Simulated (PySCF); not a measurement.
C₂BrCl₃, SMILES C(Cl)(Cl)=C(Br)Cl.

Geometry optimised at B3LYP-D3(BJ)/def2-SVP.

Two levels are set side by side: PBE/def2-TZVP (PySCF) and M06-2X/def2-TZVP (PySCF). Same geometry, gas phase. Differences are taken from unrounded values.

| quantity | M06-2X | PBE | PBE minus M06-2X |
|---|---|---|---|
| orbital gap (eV) | 8.17 | 4.13 | -4.04 |
| highest occupied level (eV) | -8.47 | -6.15 | 2.32 |
| lowest empty level (eV) | -0.31 | -2.03 | -1.72 |
| dipole moment (D) | 0.16 | 0.11 | -0.05 |
| mean polarisability (bohr³) | 80.4 | 83.4 | 3.0 |

Without exact exchange PBE keeps part of each electron's self-repulsion, which lifts occupied levels and narrows the gap. Loosely held outer electrons make PBE densities more polarisable. Differences between two approximate levels are no errors against the true value.

Rough cost on one machine, each run with all the roots and properties that it gave: M06-2X against PBE about 3 times.
